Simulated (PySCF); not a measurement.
## `[BH3-][C@@H](C=O)[C@@H](C)C#N`, [C$_{5}$H$_{9}$BNO]-, charge -1

Molfile (atoms numbered from 1):
```
C5H9BNO
     RDKit          3D

 17 16  0  0  0  0  0  0  0  0999 V2000
    1.7354   -0.2151   -0.5601 B   0  0  0  0  0  0  0  0  0  0  0  0
    0.4526    0.2256    0.5217 C   0  0  1  0  0  0  0  0  0  0  0  0
    0.7649    1.6013    0.8252 C   0  0  0  0  0  0  0  0  0  0  0  0
    0.2645    2.6068    0.3428 O   0  0  0  0  0  0  0  0  0  0  0  0
   -0.9347    0.0694   -0.1132 C   0  0  1  0  0  0  0  0  0  0  0  0
   -1.1873   -1.3047   -0.7356 C   0  0  0  0  0  0  0  0  0  0  0  0
   -1.9144    0.3123    0.9102 C   0  0  0  0  0  0  0  0  0  0  0  0
   -2.6737    0.4608    1.7591 N   0  0  0  0  0  0  0  0  0  0  0  0
    2.7791    0.2033   -0.1243 H   0  0  0  0  0  0  0  0  0  0  0  0
    1.7630   -1.4223   -0.5881 H   0  0  0  0  0  0  0  0  0  0  0  0
    1.5088    0.2487   -1.6484 H   0  0  0  0  0  0  0  0  0  0  0  0
    0.5761   -0.4184    1.3927 H   0  0  0  0  0  0  0  0  0  0  0  0
    1.6126    1.7149    1.5407 H   0  0  0  0  0  0  0  0  0  0  0  0
   -1.0289    0.8508   -0.8764 H   0  0  0  0  0  0  0  0  0  0  0  0
   -2.1871   -1.3570   -1.1703 H   0  0  0  0  0  0  0  0  0  0  0  0
   -0.4440   -1.4807   -1.5061 H   0  0  0  0  0  0  0  0  0  0  0  0
   -1.0937   -2.0837    0.0200 H   0  0  0  0  0  0  0  0  0  0  0  0
  1  2  1  0
  2  3  1  0
  3  4  2  0
  2  5  1  0
  5  6  1  0
  5  7  1  0
  7  8  3  0
  1  9  1  0
  1 10  1  0
  1 11  1  0
  2 12  1  1
  3 13  1  0
  5 14  1  6
  6 15  1  0
  6 16  1  0
  6 17  1  0
M  CHG  1   1  -1
M  END
```

Computed with TDDFT CAM-B3LYP/def2-SVPD circular dichroism and optical rotation, one conformer, gas phase in PySCF. Geometry: GFN2-xTB.

The molecule is flexible and this is one conformer; a measurement averages over conformers. For a gas-phase anion, states above the detachment energy (about 4.4 eV, taken as minus the energy of the highest occupied orbital) lie in the continuum and depend on the basis.

Draw the ECD and absorption spectra from the lowest 16 states, each a Gaussian of half-width 0.3 eV at 1/e height.


```
E (eV)  λ (nm)  Δε (L mol⁻¹ cm⁻¹)  ε (L mol⁻¹ cm⁻¹)
  4.25     292              +1.07              14.3
  4.35     285              +2.91              38.8
  4.45     279              +6.33              84.4
  4.55     272             +11.03               147
  4.65     267             +15.39               205
  4.75     261             +17.20               229
  4.85     256             +15.39               205
  4.95     250             +11.03               147
  5.05     246              +6.33              84.4
  5.15     241              +2.91              38.8
  5.25     236              +1.07              14.3
  5.35     232              +0.32              4.29
  5.45     227              +0.08              1.64
  5.55     223              +0.04              3.96
  5.65     219              +0.12              17.7
  5.75     216              +0.42              66.7
  5.85     212              +1.24               204
  5.95     208              +2.82               512
  6.05     205              +4.84              1080
  6.15     202              +5.48              1990
  6.25     198              +1.37              3350
  6.35     195             -10.71              5340
  6.45     192             -30.59              7970
  6.55     189             -52.80             10800
  6.65     186             -68.44             13100
  6.75     184             -70.20             13900
  6.85     181             -56.58             13400
  6.95     178             -32.37             12100
  7.05     176              -5.75             10800
  7.15     173             +15.86              9780
  7.25     171             +28.85              9200
  7.35     169             +33.78              8700
  7.45     166             +33.42              7880
  7.55     164             +30.40              6550
```
Δε uses R in velocity form, ε uses f in length form. Only the states computed contribute, so the short-wavelength end is incomplete.
